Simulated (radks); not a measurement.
Li2+, configuration 2s1 (not the ground configuration).

All-electron calculation, Dirac Kohn-Sham, PBE, spin-unpolarised, spherical densities, finite nucleus; Fermi nuclear charge, rms radius 2.444 fm. Program: a radial shooting solver on a logarithmic mesh with Libxc functionals.

Energy parts (hartree):
total: -1.11693
kinetic: 1.10658
electron-nucleus: -2.23210
Hartree: 0.22633
exchange-correlation: -0.21774

Orbitals (lengths in bohr, moments of r in powers of bohr; r(max) is where P^2 peaks):
orbital  occ.  eigenvalue (hartree)   <r^2>  r(max)   <r^4>
1s1/2       0              -4.36411  0.3140  0.3210  0.2520
2s1/2       1              -0.95124   4.632   1.733   35.18
2p1/2       0              -0.90861   3.594   1.412   23.92
2p3/2       0              -0.90849   3.595   1.412   23.94

The highest occupied level is 2s1/2 at -25.884 eV. The configuration is held as typed, so some empty levels lie below it. Summed over all electrons, <r^2> = 4.632 bohr^2, which gives a Langevin (diamagnetic) susceptibility term of -3.67 x 10^-6 cm^3/mol.
